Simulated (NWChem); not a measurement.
# BH2Cl; SMILES BCl

```xyz
4

B      0.0000     0.0000     1.1542
H      0.0000    -1.0601     1.7228
H      0.0000     1.0601     1.7228
Cl     0.0000     0.0000    -0.5841
```
Atoms are numbered in this order, from 1.

Computed with NWChem. Coordinates come from a PBE0/def2-SVP optimisation. GIAO values for the isolated, static molecule; σ is the absolute isotropic shielding, δ = σ(reference) − σ with the isolated reference molecule computed at the same levels (11B: boron trifluoride, 1H: tetramethylsilane).

### Question
What does the run give for PBE0/pcSseg-1? Quantities: δ B1 (ppm); δ H2 (ppm); σ Cl4 (ppm).

### Answer
- δ B1 (ppm): 65.1
- δ H2 (ppm): 7.04
- σ Cl4 (ppm): 591.6
